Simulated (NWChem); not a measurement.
Species: GeNH3S, singlet; SMILES [NH2][Ge][SH]

```xyz
6

Ge    -0.4378    -0.5268     0.0031
N      1.2534    -1.1893     0.0002
H      1.4195    -2.1898    -0.0016
H      2.1167    -0.6543     0.0002
S      0.1990     1.6456     0.0051
H     -1.0684     2.1098     0.0074
```
Atoms are numbered in this order, from 1.

Level: PBE0/def2-SVP (NWChem), optimised geometry, unscaled harmonic frequencies. Low-valent species are run as closed-shell singlets; no triplet was tried in these runs.

| frequency (cm⁻¹) | IR intensity (km/mol) |
|---|---|
| 199 | 3.0 |
| 270 | 7.9 |
| 374 | 42.9 |
| 414 | 218.4 |
| 491 | 3.5 |
| 679 | 1.2 |
| 712 | 76.5 |
| 776 | 38.8 |
| 1526 | 34.8 |
| 2727 | 0.6 |
| 3588 | 32.9 |
| 3707 | 46.7 |

```json
{
 "zero_point_energy": "22.1 kcal/mol",
 "thermal correction to the enthalpy at 298.15 K (with zero-point energy)": "25.8 kcal/mol",
 "heat capacity Cv": "16.2 cal/(mol K)",
 "entropy at 298.15 K and 1 atm (symmetry number 1)": "73.0 cal/(mol K)",
 "dipole_moment": "1.54 D"
}
```

Rigid rotor and harmonic oscillator.
